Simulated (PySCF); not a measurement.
Atoms are numbered as in `[CH3:1][O:2][C:3](=[O:4])[SiH2:5][CH2:6]/[CH:7]=[CH:8]\[Cl:9]`. Each H is labelled by its parent atom.

Theoretical values (PySCF 2.14.0 with density-fitted response routines): σ from GIAO-PBE0/pcSseg-1, GFN2-xTB structure. No solvent model, relativity neglected, a single conformation, equivalent nuclei averaged.

Chemical shifts δ = σref − σ; TMS for $^{13}$C (186.93 ppm) and $^{1}$H (31.72 ppm) and $^{29}$Si (349.16 ppm); $^{17}$O (336.08 ppm) vs H2O; HCl for $^{35}$Cl (949.78 ppm), all at this level.

| atoms | nucleus | count | δ (ppm) |
| --- | --- | --- | --- |
| Si5 | $^{29}$Si | 1 | -58.5 |
| H(C6) | $^{1}$H | 2 | 2.18 |
| H(Si5) | $^{1}$H | 2 | 4.27 |
| O4 | $^{17}$O | 1 | 513.3 |
| C6 | $^{13}$C | 1 | 15.2 |
| C7 | $^{13}$C | 1 | ? |
| H(C7) | $^{1}$H | 1 | ? |
| C1 | $^{13}$C | 1 | 50.0 |
| C3 | $^{13}$C | 1 | ? |
| O2 | $^{17}$O | 1 | 221.5 |
| H(C8) | $^{1}$H | 1 | 6.14 |
| C8 | $^{13}$C | 1 | ? |
| H(C1) | $^{1}$H | 3 | 4.01 |
| Cl9 | $^{35}$Cl | 1 | 187 |

**Question.** Complete the table.

**Answer.** 
- C3: 186.3 ppm, carbonyl carbon
- C7: 133.5 ppm, alkene CH; an sp2 carbon of a C=C bond
- C8: 132.2 ppm, alkene CH; the olefinic region
- H(C7): 6.08 ppm, hydrogen on an alkene CH; a vinylic proton, deshielded by the sp2 carbon and the C=C anisotropy

Carbons that carry Cl, above all several Cl atoms, come out too deshielded, partly because spin–orbit coupling is missing. Shifts are as computed. Against solution values, carbons near 30 ppm lie about +3 ppm off and those near 130 ppm about +5 ppm; carbons on Cl a further +6 ppm. Of 1211 compounds with measured shifts, 218 miss one by over three times the rms of a fit or turn the order of signals round; such compounds aren't used in these exercises. Unscaled 17O shifts of doubly bonded oxygen tend to come out too high, by tens of ppm or more. Experimental scales use liquid or dissolved standards, which lie at an offset from isolated H2O (liquid H2O: subtract about 36 ppm).
